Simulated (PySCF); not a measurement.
## Spinor energies of Te⁺ (tellurium, charge +1)

Start: [Kr] 4d10 5s1 5p4; 5s1/2 filled at m_j = +1/2; 5p1/2 filled at m_j = +1/2; 5p3/2 filled at m_j = -1/2, +1/2, +3/2. Calculated with PySCF 2.14 in x2c-SVPall-2c with one added diffuse shell each of s, p type (7s9p4d, 54 functions): generalised Hartree-Fock with the X2C-1e Hamiltonian and a Gaussian nucleus; one run each with spin-orbit coupling (SO) switched off, then screened by Boettger's factors. This is a chosen level, not necessarily the ground level.

```
spinor shell  electrons  ε, spin-free (eV)  ε, screened SO (eV)  weight of nominal j (screened SO)  rms radius, screened SO (bohr)
       1s1/2          2           -31980.3             -31977.0                              1.000                          0.0319
       2s1/2          2            -5011.1              -5010.1                              1.000                           0.130
       2p1/2          2            -4494.0              -4684.9                              1.000                           0.112
       2p3/2          4            -4494.0              -4407.3                              1.000                           0.117
       3s1/2          2            -1048.6              -1048.2                              1.000                           0.343
       3p1/2          2            -876.25              -912.76                              1.000                           0.335
       3p3/2          4            -876.25              -859.37                              1.000                           0.347
       3d3/2          4            -615.85              -622.06                              1.000                           0.320
       3d5/2          6            -615.85              -611.24                              1.000                           0.323
       4s1/2          2            -204.57              -204.39                              1.000                           0.817
       4p1/2          2            -148.74              -155.61                              0.999                           0.859
       4p3/2          4            -148.74              -145.39                              0.999                           0.884
       4d3/2          4            -64.192              -65.028                              0.951                            1.05
       4d5/2          6            -64.192              -63.389                              0.967                            1.05
       5s1/2          1            -33.071              -32.940                              1.000                            2.18
       5p3/2          3            -18.497              -19.681                              0.606                            2.59
       5p1/2          1            -18.497              -15.110                              0.580                            2.79
```

| quantity | spin-free | screened SO |
| --- | --- | --- |
| E (hartree) | -6788.63001 | -6790.48797 |
| M_J | 5/2 | 5/2 |
| ⟨J²⟩ | 8.766 | 8.767 |
| ⟨L²⟩ | 2.002 | 2.068 |
| ⟨S²⟩ | 3.765 | 3.743 |

Each row is a mean over spinors that exchange with the open shell spreads, by up to 1.103 eV (5p3/2).

Rows whose weight is well below 1 are mixtures of j = l ± 1/2: exchange outweighs spin-orbit coupling there, and the label is only the starting occupation.

Breit and QED terms are absent; they matter most for the inner s and p1/2 levels.

Densities and radii are taken from the X2C orbitals without a picture-change correction, which distorts them close to the nucleus.

Without spin-orbit coupling the j labels of p, d and f shells carry no meaning; the spin-free column gives the mean over the occupied spinors of each nl shell.
